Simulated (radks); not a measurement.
The mean radii <r> (bohr) of the occupied orbitals of an atom or ion are listed with their occupations. Calculated with a radial shooting solver on a logarithmic mesh with Libxc functionals: scalar-relativistic Kohn-Sham, r2SCAN, spin-unpolarised, spherical densities, finite nucleus; meta-GGA in the generalised Kohn-Sham scheme; Fermi nuclear charge, rms radius of each element as measured or else 0.836 A^(1/3) + 0.57 fm.

| orbital | occ. | <r> |
|---|---|---|
| 1s | 2 | 0.01774 |
| 2s | 2 | 0.07489 |
| 2p | 6 | 0.06728 |
| 3s | 2 | 0.1937 |
| 3p | 6 | 0.1944 |
| 3d | 10 | 0.1762 |
| 4s | 2 | 0.4318 |
| 4p | 6 | 0.4590 |
| 4d | 10 | 0.4885 |
| 5s | 1 | 0.9941 |
| 4f | 14 | 0.5512 |
| 5p | 6 | 1.133 |
| 5d | 4 | 1.478 |
| 6s | 1 | 2.265 |

Name the element and its charge.

Answer. Z = 76, osmium, charge +4: Os4+ in [Kr] 4d10 4f14 5s1 5p6 5d4 6s1. The 1s radius gives Z: for a bare nucleus <r> = (2 gamma + 1)/(2Z) with gamma = sqrt(1 - (Z/c)^2), 0.01753 bohr for Z = 76, and screening makes it slightly larger (0.01774 here). The occupations add up to 72, and the charge is Z minus that.
